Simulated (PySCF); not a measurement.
C₄H₄F₂O₂. Atoms are numbered in the order given.

```xyz
12

C     -0.5437     2.6432     0.0000
C      0.0297     1.2858     0.0000
C      1.2704     0.7957     0.0000
O      1.2225    -0.5813     0.0000
C     -0.1025    -0.9291     0.0000
F     -0.3916    -1.6743     1.0687
F     -0.3916    -1.6743    -1.0687
O     -0.8515     0.2198     0.0000
H      0.2579     3.3927     0.0000
H     -1.1749     2.7999     0.8888
H     -1.1749     2.7999    -0.8888
H      2.2493     1.2632     0.0000
```

Geometry optimised at PBE0-D3(BJ)/def2-SVP. One conformer was computed; it need not be the lowest.

The numbers are results of KT2/pcSseg-1 (PySCF), not measurements.

GIAO shieldings, no solvent; atoms alike by connectivity are averaged. δ = σ(ref) − σ: ¹³C against TMS (σ = 185.1 ppm); ¹⁷O against H2O (σ = 330.4 ppm); ¹⁹F against CFCl3 (σ = 127.1 ppm); ¹H against TMS (σ = 31.47 ppm), references at their B3LYP-D3(BJ)/def2-TZVP geometries, non-relativistic.

Task: Estimate the chemical shifts. (The exact figures need the calculation; the answer reports its results.)

Result: 
```json
[
 {"nucleus": "¹³C", "atoms": "C5", "count": "1", "δ (ppm)": "138.9"},
 {"nucleus": "¹³C", "atoms": "C2", "count": "1", "δ (ppm)": "136.4"},
 {"nucleus": "¹³C", "atoms": "C3", "count": "1", "δ (ppm)": "122.3"},
 {"nucleus": "¹³C", "atoms": "C1", "count": "1", "δ (ppm)": "13.3"},
 {"nucleus": "¹⁷O", "atoms": "O8", "count": "1", "δ (ppm)": "188.7"},
 {"nucleus": "¹⁷O", "atoms": "O4", "count": "1", "δ (ppm)": "170.7"},
 {"nucleus": "¹⁹F", "atoms": "F6, F7", "count": "2", "δ (ppm)": "-94.9"},
 {"nucleus": "¹H", "atoms": "H12", "count": "1", "δ (ppm)": "6.54"},
 {"nucleus": "¹H", "atoms": "H9, H10, H11", "count": "3", "δ (ppm)": "2.31"}
]
```
